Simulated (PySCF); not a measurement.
M06-2X on P- (phosphorus, charge -1), [Ne] 3s2 3p4, high-spin 3P determinant. All numbers are calculated (PySCF 2.14, the non-relativistic Hamiltonian (point nucleus), in aug-cc-pwCVDZ (6s5p3d, 36 functions)).

```
cycle= 1 E= -341.266873559068  delta_E= -0.00321  |g|= 0.0159  |ddm|= 0.283
cycle= 2 E= -341.267019144164  delta_E= -0.000146  |g|= 0.0106  |ddm|= 0.0724
cycle= 3 E= -341.267092570957  delta_E= -7.34e-05  |g|= 0.00184  |ddm|= 0.0342
cycle= 4 E= -341.267101302795  delta_E= -8.73e-06  |g|= 0.000678  |ddm|= 0.0103
cycle= 5 E= -341.267102861977  delta_E= -1.56e-06  |g|= 0.000191  |ddm|= 0.0056
cycle= 6 E= -341.267102978523  delta_E= -1.17e-07  |g|= 2.85e-05  |ddm|= 0.00168
cycle= 7 E= -341.267102980966  delta_E= -2.44e-09  |g|= 3.14e-06  |ddm|= 0.000254
cycle= 8 E= -341.267102980998  delta_E= -3.24e-11  |g|= 6.67e-07  |ddm|= 2.25e-05
converged SCF energy = -341.267102980998  <S^2> = 2.0164783  2S+1 = 3.0109655
```

Highest occupied orbital energy: 0.358 eV; ⟨L²⟩ = 2.01; populations by l: s 6.00, p 10.00, d 0.00.

(1) Can this result be used?

Results:

(1) With care. Self-consistency was reached. At M06-2X the highest occupied level has a positive energy, so only the finite basis holds that electron; in a semilocal or global hybrid functional this comes from self-interaction and does not mean that the real anion is unbound.
